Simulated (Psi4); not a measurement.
ClO, doublet, at a GFN2-xTB geometry; TPSS/def2-SVP (Psi4).

Psi4 was given this input:
```
memory 2 GB

molecule mol {
0 2
Cl   -0.000000   -0.000000   -0.492816
O     0.000000    0.000000    1.047235
}

set {
  basis def2-svp
  reference uks
  guess sap
}

energy('tpss')
print_variables()
```

Output, abridged:

```
   => Loading Basis Set <=

    Name: DEF2-SVP
    Role: ORBITAL
    Keyword: BASIS

         ---------------------------------------------------------
                                   SCF
               by Justin Turney, Rob Parrish, Andy Simmonett
                          and Daniel G. A. Smith
                              UKS Reference
         ---------------------------------------------------------

  ==> Geometry <==

    Molecular point group: c2v
    Full point group: C_inf_v

    Geometry (in Angstrom), charge = 0, multiplicity = 2:

       Center              X                  Y                   Z               Mass
    ------------   -----------------  -----------------  -----------------  -----------------
         CL           0.000000000000     0.000000000000    -0.483343079977    34.968852682000
         O            0.000000000000     0.000000000000     1.056707920023    15.994914619570

  Running in c2v symmetry.

  Rotational constants: A = ************  B =      0.64763  C =      0.64763 [cm^-1]
  Rotational constants: A = ************  B =  19415.34927  C =  19415.34927 [MHz]
  Nuclear repulsion =   46.730985305759354

  Charge       = 0
  Multiplicity = 2
  Electrons    = 25
  Nalpha       = 13
  Nbeta        = 12

  ==> Algorithm <==

  SCF Algorithm Type is DF.
  DIIS enabled.
  MOM disabled.
  Fractional occupation disabled.
  Guess Type is SAP.
  Energy threshold   = 1.00e-06
  Density threshold  = 1.00e-06
  Integral threshold = 1.00e-12

  ==> Primary Basis <==

  Basis Set: DEF2-SVP
    Blend: DEF2-SVP
    Number of shells: 14
    Number of basis functions: 32
    Number of Cartesian functions: 34
    Spherical Harmonics?: true
    Max angular momentum: 2

  ==> DFT Potential <==

   => LibXC <=

    Version 7.1.2
    S. Lehtola, C. Steigemann, M. J. T. Oliveira, and M. A. L. Marques,  SoftwareX 7, 1–5 (2018) (10.1016/j.softx.2017.11.002)

   => Composite Functional: TPSS <=

    TPSS Meta-GGA XC Functional

    J. Tao, et al., Phys. Rev. Lett., 91, 146401, 2003

    Deriv               =              1
    GGA                 =           TRUE
    Meta                =           TRUE

    Exchange Hybrid     =          FALSE
    MP2 Hybrid          =          FALSE

   => Exchange Functionals <=

    1.0000   XC_MGGA_X_TPSS

   => Correlation Functionals <=

    1.0000   XC_MGGA_C_TPSS

   => LibXC Density Thresholds  <==

    XC_MGGA_C_TPSS:  1.00E-15
    XC_MGGA_X_TPSS:  1.00E-15

   => Molecular Quadrature <=

    Radial Scheme          =       TREUTLER
    Pruning Scheme         =           NONE
    Nuclear Scheme         =       TREUTLER

    Blocking Scheme        =         OCTREE
    BS radius alpha        =              1
    Pruning alpha          =              1
    Radial Points          =             75
    Spherical Points       =            302
    Total Points           =          41002
    Total Blocks           =            363
    Max Points             =            254
    Max Functions          =             32
    Weights Tolerance      =       1.00E-15

   => Loading Basis Set <=

    Name: (DEF2-SVP AUX)
    Role: JKFIT
    Keyword: DF_BASIS_SCF

  ==> Integral Setup <==

  SCF_SUBTYPE=INCORE selected. In-core MEM_DF algorithm will be used.
  Using in-core AOs.

  ==> MemDFJK: Density-Fitted J/K Matrices <==

    J tasked:                   Yes
    K tasked:                    No
    wK tasked:                   No
    Algorithm:                 Core
    Schwarz Cutoff:           1E-12
    Mask sparsity (%):       0.1953
    Fitting Condition:        1E-10

   => Auxiliary Basis Set <=

  Basis Set: (DEF2-SVP AUX)
    Blend: DEF2-UNIVERSAL-JKFIT
    Number of shells: 63
    Number of basis functions: 205
    Number of Cartesian functions: 248
    Spherical Harmonics?: true
    Max angular momentum: 4

  Minimum eigenvalue in the overlap matrix is 2.9439746522E-02.
  Reciprocal condition number of the overlap matrix is 9.8919892072E-03.
[...]
     B1         7       7       3       2       2       1
     B2         7       7       3       3       3       0
   -------------------------------------------------------
    Total      32      32      13      12      12       1
   -------------------------------------------------------

  ==> Iterations <==

                           Total Energy        Delta E     RMS |[F,P]|

   @DF-UKS iter   1:  -534.77960043671681   -5.34780e+02   4.45688e-02 DIIS/ADIIS
   @DF-UKS iter   2:  -533.51277236351586    1.26683e+00   9.48573e-02 DIIS/ADIIS
   @DF-UKS iter   3:  -534.98317003809575   -1.47040e+00   2.91010e-02 DIIS/ADIIS
   @DF-UKS iter   4:  -535.11950155208240   -1.36332e-01   1.53133e-03 DIIS/ADIIS
   @DF-UKS iter   5:  -535.11992185735107   -4.20305e-04   4.41093e-04 DIIS/ADIIS
   @DF-UKS iter   6:  -535.11995774265563   -3.58853e-05   1.02238e-04 DIIS/ADIIS
   @DF-UKS iter   7:  -535.11995972254999   -1.97989e-06   3.32453e-05 DIIS
   @DF-UKS iter   8:  -535.11995998661291   -2.64063e-07   7.30901e-06 DIIS
   @DF-UKS iter   9:  -535.11995999872988   -1.21170e-08   2.16081e-06 DIIS
   @DF-UKS iter  10:  -535.11995999980127   -1.07138e-09   4.58201e-07 DIIS
  Energy and wave function converged.

  ==> Post-Iterations <==

   Electrons on quadrature grid:
      Nalpha   =   13.0000034716 ; deviation = 3.472e-06
      Nbeta    =   12.0000021702 ; deviation = 2.170e-06
      Ntotal   =   25.0000056417 ; deviation = 5.642e-06

   @Spin Contamination Metric:   2.089430688E-03
   @S^2 Expected:                7.500000000E-01
   @S^2 Observed:                7.520894307E-01
   @S   Expected:                5.000000000E-01
   @S   Observed:                5.000000000E-01

    Orbital Energies [Eh]
    ---------------------

    Alpha Occupied:

[...]
       3B2    -0.228817

    Alpha Virtual:

[...]
      16A1     3.073905

    Beta Occupied:

[...]
    Beta Virtual:

[...]
    Final Occupation by Irrep:
             A1    A2    B1    B2
    DOCC [     7,    0,    2,    3 ]
    SOCC [     0,    0,    1,    0 ]
    NA   [     7,    0,    3,    3 ]
    NB   [     7,    0,    2,    3 ]

  @DF-UKS Final Energy:  -535.11995999980127

   => Energetics <=

    Nuclear Repulsion Energy =             46.7309853057593543
    One-Electron Energy =                -830.7056211100518794
    Two-Electron Energy =                 285.6702500706495016
    DFT Exchange-Correlation Energy =     -36.8155742661581513
    Empirical Dispersion Energy =           0.0000000000000000
    VV10 Nonlocal Energy =                  0.0000000000000000
    Total Energy =                       -535.1199599998012673

  UHF NO Occupations:
  HONO-2 :    7 A1 1.9996929
  HONO-1 :    2 B1 1.9995076
  HONO-0 :    3 B1 1.0000000
  LUNO+0 :    4 B1 0.0004924
  LUNO+1 :    8 A1 0.0003071
  LUNO+2 :    9 A1 0.0001621
  LUNO+3 :   10 A1 0.0000606

Computation Completed

Properties will be evaluated at   0.000000,   0.000000,   0.000000 [a0]

Properties computed using the SCF density matrix

 Multipole Moments:

 ------------------------------------------------------------------------------------
     Multipole            Electronic (a.u.)      Nuclear  (a.u.)        Total (a.u.)
 ------------------------------------------------------------------------------------

 L = 1.  Multiply by 2.5417464519 to convert [e a0] to [Debye]
 Dipole X            :          0.0000000            0.0000000            0.0000000
 Dipole Y            :          0.0000000            0.0000000            0.0000000
 Dipole Z            :         -1.0374059            0.4475457           -0.5898601
 Magnitude           :                                                    0.5898601

 ------------------------------------------------------------------------------------

  Variable Map:
  ----------------------------------------------------------------------------
[...]
  Array Variable Map:
  ----------------------------------------------------------------------------
[...]
[...]
```
